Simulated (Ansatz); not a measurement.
SiPt2⁺. The state is a doublet with charge 1. Geometry PBE0-D4/def2-TZVP; atoms count from 1.

```xyz
3

Pt   -0.955    0.838   -1.650
Pt    0.955   -0.838    1.650
Si    0.000    0.000    0.000
```

In the def2 sets Pt takes a core potential; there is no spin–orbit coupling. The structure comes from a short search, and lower isomers may exist.

Question: Estimate the Mulliken populations from the PBE0/def2-TZVP orbitals of Ansatz.

Answer: 
| atom | charge (e) | spin (α − β) | d electrons |
| --- | --- | --- | --- |
| Pt1 | 0.44 | 0.42 | 9.03 |
| Pt2 | 0.44 | 0.42 | 9.03 |
| Si3 | 0.13 | 0.16 | – |
Mulliken values depend strongly on the basis.

Question: Where does the spin sit?

Answer: Summed by element: Pt 0.84, Si 0.16, of 1 unpaired in all. Largest on single atoms: Pt1 0.42, Pt2 0.42, Si3 0.16.

Question: And the Mayer bond orders between heavy atoms (over 0.3)?

Answer: Pt1–Si3 1.85 (2.08 Å); Pt2–Si3 1.85 (2.08 Å).
